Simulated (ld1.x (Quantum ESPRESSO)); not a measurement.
## Sn: one change to a TM potential, before and after

tin (Sn), norm-conserving Troullier–Martins (Kleinman–Bylander form), made with ld1.x (Quantum ESPRESSO) 7.5 (PW91, scalar-relativistic). Core [Kr] 4d10, reference 5s2 5p1.5 (charge +0.5). Waves: 5s (bound): rc 1.75 bohr; 5p (bound): rc 1.95 bohr; 5d channel at 0.45 Ry: rc 1.55 bohr. Local part: all-electron potential smoothed inside 1.35 bohr (lloc = -1). Core correction: Bessel-smoothed model core, default radius (core density twice the valence density).

Change: wave 5s (bound): rc 1.75 bohr becomes 5s (bound): rc 2.00 bohr.

Cutoffs: the cutoffs (Ry, on a coarse ladder) from which the occupation-weighted sum of valence levels, in a spherical-Bessel basis at the reference potential, stays within 10 and 1 mRy of its value at 400 Ry; they do not see the model core or the augmentation charge, which bear on the density cutoff. Errors are all-electron minus pseudo energies relative to the spin-unpolarised reference configuration.

Q: Predict the effect on cutoff, ghosts and configuration errors.

A: The potential gets softer (30 Ry and 50 Ry → 30 Ry and 35 Ry); both files keep a bound ghost (d, p, s); the errors of the 7 common tests hardly move. A larger radius leaves more room for a smooth pseudo-wave, so fewer plane waves are needed.

```tsv
quantity	base	changed
cutoff, loose	30 Ry	30 Ry
cutoff, tight	50 Ry	35 Ry
loose cutoff by channel (10 mRy a level)	s 18 Ry, p 30 Ry	s 10 Ry, p 30 Ry
bound ghosts	s, p, d	s, p, d
error for 5s2 5p2, meV [ΔE -2.64 eV]	-1.1	-1.1
error for 5s2 5p1, meV [ΔE 4.29 eV]	-4.2	-4.2
error for 5s2 5p0, meV [ΔE 18.32 eV]	-49	-49
error for 5s1 5p0, meV [ΔE 49.39 eV]	-313	-311
error for 5s1 5p3, meV [ΔE 4.36 eV]	-11	-9.8
error for 5s0 5p4, meV [ΔE 11.60 eV]	-59	-54
error for 5s1 5p2, meV [ΔE 11.97 eV]	-36	-34
```

 A true bound ghost makes a file unfit for plane-wave use even where its test errors are small: the radial tests pick states by their node count and pass the ghost by.
